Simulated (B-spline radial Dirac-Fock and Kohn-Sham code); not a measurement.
## How the binding energies of Pb³⁺ add up

System: the Pb³⁺ ion, configuration [Xe] 4f14 5d10 6s1, inside a Watson sphere of charge -3 and radius 1.8 Å (a model of the Madelung potential; inside it an electron's potential energy is raised by 24.0 eV); nuclear rms radius 5.5012 fm (A = 208).

Method: relaxed Dirac-Fock hole states (ΔSCF) with Breit and QED corrections and a finite nucleus. Computed with a B-spline atomic structure program. The model has no electron correlation. Energies are counted from the vacuum level. Subshells whose hole state is unreliable or did not converge are left out.

All terms are in eV, carry their sign (relaxation lowers the binding energy) and add up to the binding energy; ⟨r⟩ is the mean radius of the orbital in the initial state.

```tsv
subshell	−ε (Koopmans)	relaxation	Gaunt	retardation	self-energy	vacuum polarisation	binding energy	⟨r⟩ (bohr)
K (1s)	88602.2	-94.68	-356.55	33.50	-217.38	46.49	88013.5	0.016
L1 (2s)	16001.9	-56.63	-40.75	3.00	-33.05	6.69	15881.2	0.067
L2 (2p1/2)	15338.1	-61.66	-69.67	7.18	-1.28	0.48	15213.1	0.055
L3 (2p3/2)	13145.1	-57.44	-46.40	10.36	-2.76	-0.22	13048.7	0.064
M1 (3s)	3916.4	-31.56	-7.56	0.51	-7.69	1.53	3871.7	0.174
M2 (3p1/2)	3618.5	-32.83	-13.23	1.16	-0.47	0.12	3573.2	0.164
M3 (3p3/2)	3123.0	-30.51	-8.41	1.99	-0.70	-0.06	3085.3	0.181
M4 (3d3/2)	2639.1	-33.72	-5.79	0.53	0.53	-0.07	2600.6	0.157
M5 (3d5/2)	2534.6	-32.92	-3.96	0.58	0.25	-0.07	2498.5	0.162
N1 (4s)	929.5	-13.31	-1.57	0.10	-1.94	0.39	913.1	0.384
N2 (4p1/2)	799.6	-13.23	-2.83	0.24	-0.08	0.03	783.7	0.386
N3 (4p3/2)	676.7	-11.91	-1.61	0.44	-0.14	-0.02	663.5	0.418
N4 (4d3/2)	465.1	-11.83	-0.79	0.06	0.14	-0.02	452.7	0.424
N5 (4d5/2)	441.9	-11.42	-0.38	0.07	0.08	-0.02	430.2	0.434
N6 (4f5/2)	166.2	-11.41	0.21	-0.07	0.11	-0.01	155.0	0.449
N7 (4f7/2)	160.9	-11.18	0.38	-0.07	0.09	-0.01	150.1	0.455
O2 (5p1/2)	125.4	-3.10	-0.44	0.03	0.00	0.00	121.9	0.924
O3 (5p3/2)	102.4	-2.54	-0.21	0.07	-0.01	-0.01	99.68	1.009
O4 (5d3/2)	35.31	-1.74	-0.02	0.00	0.03	0.00	33.57	1.241
O5 (5d5/2)	32.49	-1.58	0.02	0.00	0.02	0.00	30.95	1.284
P1 (6s)	16.99	-0.23	-0.03	0.00	-0.06	0.01	16.68	2.185
```

For the deepest level, K (1s), the Breit terms make up -0.367 % of the binding energy, QED -0.194 % and orbital relaxation -0.108 %.
